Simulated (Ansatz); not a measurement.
Cost and result for the atomization energy of Cl$_{2}$H$_{2}$NOSi, SMILES `N[Si]([O])(Cl)Cl` radical (7 atoms, 6 bonds).

Cartesian coordinates in Å:
```
N 0.9431 0.3780 -0.3423
Si -0.5463 -0.2617 0.1907
O -1.2733 1.0790 0.7248
Cl -1.5163 -1.1424 -1.3573
Cl -0.2265 -1.6392 1.6444
H 1.6372 0.6652 0.3316
H 0.9822 0.9211 -1.1920
```

The species carries charge 0 and has multiplicity 2. The geometry is a stationary point of PBE0-D4/def2-TZVP. It is one conformer, not always the lowest. Program: Ansatz. All runs use 4 threads of a server CPU on a shared host. Times are those of one run each, without the atoms' runs, and a repeat can differ threefold. Electronic energies, without spin–orbit coupling; frozen cores. CCSD(T)/CBS adds CCSD(T) − MP2 in def2-TZVPP to the MP2 limit, and its time is that of the two runs behind it. T1 = 0.024; ⟨S²⟩ of the reference is 0.76. B3LYP takes the VWN-RPA correlation (the form of Gaussian; ORCA's B3LYP/G). HSE06 is the plane-wave form, built on full-range PBE exchange.

CCSD(T)/CBS is a level of theory with its own doubt, some kJ/mol a heavy atom from the limit and from the frozen cores, so smaller differences don't rank the functionals.

```
                             level  functions  wall time  atomization (kJ/mol)  difference from CCSD(T)/CBS  per bond
   PBE-D4/def2-TZVPP (with forces)        216      4.1 s                2488.4                         90.6      15.1
                BLYP-D4/def2-TZVPP        216      4.5 s                2427.2                         29.4       4.9
               HSE06-D4/def2-TZVPP        216      7.5 s                2407.3                          9.5       1.6
                PBE0-D4/def2-TZVPP        216      7.5 s                2404.7                          6.9       1.2
r2SCAN-D4/def2-TZVPP (with forces)        216        8 s                2437.2                         39.4       6.6
 B3LYP-D4/def2-TZVPP (with forces)        216        8 s                2398.8                          1.0       0.2
                  CCSD(T)/def2-SVP         92      8.5 s                2128.3                       -269.5     -44.9
                 B97M-V/def2-TZVPP        216       11 s                2445.6                         47.8       8.0
           CAM-B3LYP-D4/def2-TZVPP        216       12 s                2402.6                          4.8       0.8
               PBE-QIDH/def2-TZVPP        216       15 s                2366.5                        -31.3      -5.2
                    MP2/def2-QZVPP        384       40 s                2424.3                         26.5       4.4
                CCSD(T)/def2-TZVPP        216    3.1 min                2299.3                        -98.5     -16.4
                 CCSD(T)/CBS(def2)          –    3.8 min                2397.8                          0.0       0.0
```

From BLYP to BHLYP (50 % exact exchange), in def2-TZVPP and without D4, the atomization energy moves by −107.9 kJ/mol: exact exchange takes away binding that semilocal exchange gives to molecules. In def2-TZVPP, CCSD(T) changes the Hartree–Fock value by +656.7 kJ/mol (the triples alone add +51.3 kJ/mol) and MP2 by +722.6 kJ/mol; breaking electron pairs costs correlation energy, which Hartree–Fock lacks. The D4 term adds +36.3 kJ/mol with B3LYP and +18.7 kJ/mol with PBE0; it sums over pairs of atoms, weighted by their polarisabilities, and B3LYP, whose exchange is more repulsive, gets the larger term.
